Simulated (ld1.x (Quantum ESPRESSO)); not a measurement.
**An all-electron radial function and its pseudo partner (C (Z = 6))**

Columns: radius, all-electron u(r) and pseudo u(r) of the 2s shell (level -13.64 eV) of carbon in the configuration [He] 2s2 2p2; LDA (PZ), scalar-relativistic, PAW scheme, ld1.x (Quantum ESPRESSO) 7.5.

| r (bohr) | all-electron | pseudo |
| --- | --- | --- |
| 0.143 | 0.3520 | -0.1744 |
| 0.285 | 0.1848 | -0.3378 |
| 0.428 | -0.0993 | -0.4840 |
| 0.570 | -0.3604 | -0.6048 |
| 0.713 | -0.5621 | -0.6986 |
| 0.855 | -0.6975 | -0.7636 |
| 0.998 | -0.7769 | -0.8025 |
| 1.140 | -0.8111 | -0.8178 |
| 1.283 | -0.8124 | -0.8129 |
| 1.425 | -0.7905 | -0.7905 |
| 1.568 | -0.7531 | -0.7531 |
| 1.710 | -0.7066 | -0.7066 |
| 1.853 | -0.6548 | -0.6548 |
| 1.995 | -0.6014 | -0.6014 |
| 2.138 | -0.5479 | -0.5479 |
| 2.280 | -0.4964 | -0.4964 |
| 2.423 | -0.4472 | -0.4472 |
| 2.565 | -0.4015 | -0.4015 |
| 2.708 | -0.3588 | -0.3588 |
| 2.850 | -0.3199 | -0.3199 |
| 2.992 | -0.2845 | -0.2845 |
| 3.135 | -0.2523 | -0.2523 |
| 3.278 | -0.2232 | -0.2232 |
| 3.420 | -0.1973 | -0.1973 |
| 3.563 | -0.1739 | -0.1739 |
| 3.705 | -0.1533 | -0.1533 |

How many radial nodes do the two functions have?

The all-electron 2s function has n − l − 1 = 1; the pseudo-wave has 0, since the states of the same l below it are removed with the core.

At about which radius was the pseudo-wave matched?

1.40 bohr, where the columns begin to agree (steps of 0.14 bohr).

Is the pseudo-wave norm-conserving?

No, it belongs to a PAW set: the norm inside the radius is not constrained, and the difference is carried by the augmentation charge.
